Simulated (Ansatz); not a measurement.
```yaml
crystal:
  periodic: [false, false, false]
  atoms:
    - {symbol: F, position_ang: [-3.580617, -3.594727, -0.841364]}
    - {symbol: Si, position_ang: [-0.227110, -3.211747, -1.279040]}
    - {symbol: F, position_ang: [1.298121, -5.962342, 0.294194]}
    - {symbol: O, position_ang: [0.842155, -0.432174, 0.557158]}
    - {symbol: Si, position_ang: [0.535700, 3.103741, 1.436722]}
    - {symbol: Cl, position_ang: [-0.991000, 5.405266, -1.987487]}
    - {symbol: H, position_ang: [0.569459, -3.120345, -4.426813]}
    - {symbol: H, position_ang: [3.439487, 4.182085, 2.288380]}
    - {symbol: H, position_ang: [-1.716741, 3.290335, 3.771189]}
basis:
  gaussian: {orbitals: def2-TZVPD}
hamiltonian: {xc: {name: LC-wPBE}}
```

```sh
$ ansatz run in.yaml --threads 4 --pin off --events-out ev --progress --plain --max-ram 10444MiB
```

It prints (some lines left out):

```
Functional definition: LC-wPBE
1561 factors; their error is unknown
596 factors; integrals over basis functions are off by at most 8.9e-5 eV
mean field evaluation 1: about -35716.8408 eV, gradient 1.2e2 eV
mean field evaluation 2: about -34833.0565 eV, gradient 3.0e2 eV
mean field evaluation 4: about -35727.4944 eV, gradient 9.4e1 eV
mean field evaluation 8: about -35627.1529 eV, gradient 1.8e2 eV
mean field evaluation 16: about -35761.4757 eV, gradient 4.0e0 eV
mean field evaluation 32: about -35761.5139 eV, gradient 2.2e-5 eV
mean field -35761.51386627 eV, -1314.2113945606 hartree, gradient 9.7e-6 eV, S^2 0.000000; 6 other end points of the search recorded, 0 dependent functions left out
reference -35761.51386629 eV, -1314.2113945613 hartree; 37, 37 occupied and 242, 242 virtual orbitals, 1561 factors
Total energy: -35761.51386629 eV, -1314.2113945613 hartree
```

Question: What is wrong with this run?

Answer: The geometry is stretched to more than twice its size. The run converged. The result belongs to that input, not to the molecule as meant.
